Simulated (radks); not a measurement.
Results of a calculation; reference values are marked as such.
Problem. These are the eigenvalues of the occupied orbitals of an atom or ion with whole-number occupations (eV). Level of theory: Dirac Kohn-Sham, PBE, spin-unpolarised, spherical densities, point nucleus (a radial shooting solver on a logarithmic mesh with Libxc functionals).

| orbital | eigenvalue |
|---|---|
| 1s1/2 | -65204.57 |
| 2s1/2 | -11146.66 |
| 2p1/2 | -10644.98 |
| 2p3/2 | -9453.032 |
| 3s1/2 | -2542.247 |
| 3p1/2 | -2320.077 |
| 3p3/2 | -2064.631 |
| 3d3/2 | -1689.072 |
| 3d5/2 | -1633.367 |
| 4s1/2 | -514.8635 |
| 4p1/2 | -423.8760 |
| 4p3/2 | -365.4334 |
| 4d3/2 | -216.0339 |
| 4d5/2 | -205.3342 |
| 5s1/2 | -70.2743 |
| 5p1/2 | -44.4546 |
| 5p3/2 | -36.5910 |
| 4f5/2 | -21.1583 |
| 4f7/2 | -19.4131 |
| 6s1/2 | -6.5452 |
| 5d3/2 | -5.2767 |
| 5d5/2 | -4.7399 |
| 6p1/2 | -2.6531 |
| 6p3/2 | -2.1424 |

Which element is it, and in what charge state? The configuration may be excited. Open shells, if any, are shared by 2j + 1.

Solution. Z = 72, hafnium, charge 0: Hf in [Xe] 4f14 5d1 6s2 6p1. The list shows which subshells hold electrons but not how many an open one holds; the 1s level, -2396.2 hartree, gives Z - s = 69.2 by -(Z - s)^2/2, which with screening and relativity narrows Z to a few neighbours, and the depths of the outer levels then fix element, charge and occupations together.
